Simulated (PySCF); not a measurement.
Vertical excitations of a molecule C₆H₁₀ from TDA-PBE/def2-SVPD (PySCF 2.14.0), as energy in eV (oscillator strength): 5.47 (0.000), 5.67 (0.002), 6.10 (0.013), 6.27 (0.042), 6.49 (0.175), 6.79 (0.078), 6.93 (0.040), 6.99 (0.032), 7.07 (0.045), 7.15 (0.006). Lowest triplet (TDA): 4.50 eV. Geometry: PBE0-D3(BJ)/def2-SVP. The values are those of a single conformer.

### Question
Which structure fits?
A. CC1=CC[C@H]1C
B. C#CC(C)(C)C
C. CC1(C)C=CC1
D. CC=C=CCC

### Answer
D, CC=C=CCC
